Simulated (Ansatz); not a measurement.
In12N12⁻. Total charge -1; doublet. Geometry PBE-D4/def2-SVP, that of the neutral singlet; atoms count from 1.

```xyz
24

In    0.214   -1.321   -3.350
In    2.963    0.094   -0.187
In    1.204    2.917    0.879
In   -2.826    0.051   -2.212
In   -2.163    2.172    0.052
In    0.186    1.380   -2.011
In    1.418   -2.431   -0.841
In    2.480    1.258    2.981
In   -2.039   -1.008    0.856
In   -1.480   -3.154   -1.202
In   -0.487    1.152    3.041
In    1.177   -1.789    2.098
N     1.612   -0.260   -1.866
N    -1.068    0.341   -3.476
N     0.298   -3.289   -2.469
N    -0.228    2.949   -0.653
N     3.110    1.821    0.971
N     0.887    2.820    3.009
N    -3.610    1.807   -1.393
N    -3.007   -1.712   -0.958
N    -2.164    0.867    1.814
N     2.826   -1.927    0.645
N     1.083   -0.304    3.559
N    -0.388   -2.434    0.714
```

In the def2 sets In takes a core potential; there is no spin–orbit coupling. Single mean-field runs in def2-SVP are fitted with def2-universal-jkfit.

(1) Estimate the Mulliken populations from the PBE0/def2-SVP orbitals of Ansatz.

(2) Where does the spin sit?

(3) And the Mayer bond orders between heavy atoms (over 0.3)?

Results:

(1) 
| atom | charge (e) | spin (α − β) |
| --- | --- | --- |
| In1 | 0.55 | 0.01 |
| In2 | 0.56 | 0.00 |
| In3 | 0.54 | 0.00 |
| In4 | 0.51 | -0.04 |
| In5 | 0.58 | -0.04 |
| In6 | 0.53 | 0.00 |
| In7 | 0.61 | 0.00 |
| In8 | 0.54 | -0.01 |
| In9 | 0.52 | 0.00 |
| In10 | 0.54 | 0.00 |
| In11 | 0.54 | 0.00 |
| In12 | 0.56 | 0.00 |
| N13 | -0.74 | 0.00 |
| N14 | -0.63 | 0.00 |
| N15 | -0.58 | 0.00 |
| N16 | -0.64 | 0.00 |
| N17 | -0.63 | 0.00 |
| N18 | -0.62 | 0.00 |
| N19 | -0.43 | 1.06 |
| N20 | -0.64 | 0.00 |
| N21 | -0.65 | 0.01 |
| N22 | -0.63 | 0.00 |
| N23 | -0.63 | 0.01 |
| N24 | -0.73 | 0.00 |
Mulliken values depend strongly on the basis.

(2) Summed by element: In -0.09, N 1.09, of 1 unpaired in all. Largest on single atoms: N19 1.06, In5 -0.04, In4 -0.04.

(3) In1–N13 0.57 (2.30 Å); In1–N14 0.93 (2.10 Å); In1–N15 0.90 (2.16 Å); In2–N13 0.77 (2.18 Å); In2–N17 1.01 (2.08 Å); In2–N22 0.83 (2.19 Å); In3–N16 0.90 (2.10 Å); In3–N17 0.79 (2.20 Å); In3–N18 0.92 (2.16 Å); In4–N14 0.86 (2.18 Å); In4–N19 0.90 (2.09 Å); In4–N20 0.88 (2.17 Å); In5–N16 0.82 (2.20 Å); In5–N19 0.96 (2.08 Å); In5–N21 0.82 (2.19 Å); In6–N13 0.80 (2.18 Å); In6–N14 0.79 (2.19 Å); In6–N16 0.91 (2.12 Å); In7–N13 0.39 (2.41 Å); In7–N15 0.79 (2.15 Å); In7–N22 0.90 (2.11 Å); In7–N24 0.41 (2.38 Å); In8–N17 0.81 (2.18 Å); In8–N18 0.75 (2.23 Å); In8–N23 0.82 (2.17 Å); In9–N20 0.81 (2.17 Å); In9–N21 0.91 (2.11 Å); In9–N24 0.79 (2.19 Å); In10–N15 0.85 (2.19 Å); In10–N20 0.90 (2.11 Å); In10–N24 0.55 (2.32 Å); In11–N18 0.91 (2.16 Å); In11–N21 0.90 (2.10 Å); In11–N23 0.79 (2.20 Å); In12–N22 0.82 (2.20 Å); In12–N23 1.01 (2.09 Å); In12–N24 0.77 (2.19 Å).
